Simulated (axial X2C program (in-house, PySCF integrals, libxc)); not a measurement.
**Bond lengths and stretching modes, held linear, of FCuF⁺**

Computed with an axial X2C code built on PySCF integrals: two-component X2C with atomic mean-field Coulomb and Gaunt terms, Gaussian nuclei, basis F dyall-av3z, Cu dyall-v3z with contracted cores. Spin-free rows use the one-electron spin-free X2C Hamiltonian.

Masses F 18.998, Cu 62.930, F 18.998 u. States: 2c Ω = 2 (beyond evenly filled blocks: ω = 1/2, ω = 3/2); spin-free M_S = 1, Λ = 1 (beyond evenly filled blocks: σα, π+α, π+β, π-α).

PBE0, spin-free: energies above the lowest point

```
r(F–Cu) (Å)  r(Cu–F) (Å)  E (meV)
     1.6380       1.6380    47.73
     1.6380       1.6800    22.65
     1.6380       1.7220    38.26
     1.6800       1.6380    22.65
     1.6800       1.6800     0.00
     1.6800       1.7220    18.15
     1.6800       1.7640    64.25
     1.7220       1.6380    38.26
     1.7220       1.6800    18.15
     1.7220       1.7220    39.42
     1.7640       1.6800    64.25
     1.7640       1.7640   142.44
```

Fit a quadratic surface with cubic terms in each bond: where is the minimum, and what are the two stretching wavenumbers?

At PBE0, spin-free: bonds 1.680 and 1.680 Å; harmonic stretches 599.9 and 704.8 cm⁻¹; force constants 3.75, 3.75 and coupling 0.28 mdyn/Å.

The other levels and Hamiltonians give:

```csv
Hamiltonian,level,r(F–Cu) (Å),r(Cu–F) (Å),lower stretch (cm⁻¹),upper stretch (cm⁻¹)
2c,PBE0,1.679,1.679,601.4,707.5
2c,PBE,1.700,1.700,588.8,746.8
spin-free,PBE,1.700,1.700,588.1,745.5
```

Each state is one determinant, the lowest of a limited PBE0 search; the stretches come from a fit to these few points and carry an uncertainty of a few per cent. Other orders of the atoms were not compared. Left out for rough or failed fits: HF 2c, MP2 2c, HF spin-free, MP2 spin-free. The molecule was held linear; bending was not examined, so a bent shape may lie lower. Open-shell Ω = 0 determinants with evenly filled partner blocks cannot be reached by this program, so the Ω shown need not be the lowest component. Note: functional without a current term on a determinant with orbital currents, of the molecule or an atom. Note: several unpaired electrons, one determinant need not be a pure state.
